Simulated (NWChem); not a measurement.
Species: SnH₃O₃Cl; SMILES [OH][Sn]([OH])([Cl])[OH]

```xyz
8

O     -1.2515    -1.3960     0.8983
Sn     0.0000     0.0000     0.2208
O     -0.5832     1.7819     0.8983
O      1.8348    -0.3858     0.8983
Cl     0.0000     0.0000    -2.1365
H     -0.7254    -2.1784     1.1614
H     -1.5239     1.7174     1.1614
H      2.2492     0.4610     1.1614
```
Atoms are numbered in this order, from 1.

The geometry was optimised at PBE-D3(BJ)/def2-SVP. No frequency run checked for a minimum. def2 effective core potentials on Sn; no spin-orbit coupling.

Q: List the 4 lowest vertical singlet excitations from LDA (Slater exchange, VWN5)/def2-SVP with def2 effective core potentials on Sn, TDA (NWChem).

A: 
```tsv
state	energy (eV)	oscillator strength	leading excitation (squared amplitude)
S1	4.03	0.001	HOMO → LUMO (0.99)
S2	4.03	0.001	HOMO−1 → LUMO (0.99)
S3	4.57	0.014	HOMO−3 → LUMO (0.94)
S4	4.57	0.014	HOMO−4 → LUMO (0.94)
```
